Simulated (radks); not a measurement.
Values are calculated unless marked as measured or tabulated.
Problem. Species: the ruthenium ion Ru2+. Configuration: [Kr] 4d5 5s1 (not the ground configuration). Level of theory: Dirac Kohn-Sham, PBE, spin-unpolarised, spherical densities, point nucleus; open shells fill j = l - 1/2 first (a radial shooting solver on a logarithmic mesh with Libxc functionals).

Spin-orbit splittings of the eigenvalues, e(l+1/2) - e(l-1/2), with zeta = 2 splitting/(2l+1) and mean radii in bohr:

| shell | occ. | splitting (eV) | zeta (eV) | <r> j=l-1/2 | <r> j=l+1/2 |
|---|---|---|---|---|---|
| 2p | 6 | 130.9 | 87.28 | 0.1236 | 0.1284 |
| 3p | 6 | ? | ? | 0.3956 | 0.4063 |
| 3d | 10 | 4.330 | 1.732 | 0.3820 | 0.3855 |
| 4p | 6 | 3.477 | 2.318 | 1.092 | 1.121 |
| 4d | 5 | 0.4003 | 0.1601 | 1.465 | 1.479 |

Estimate the 3p splitting.

Solution. 22.22 eV (zeta = 14.81 eV).
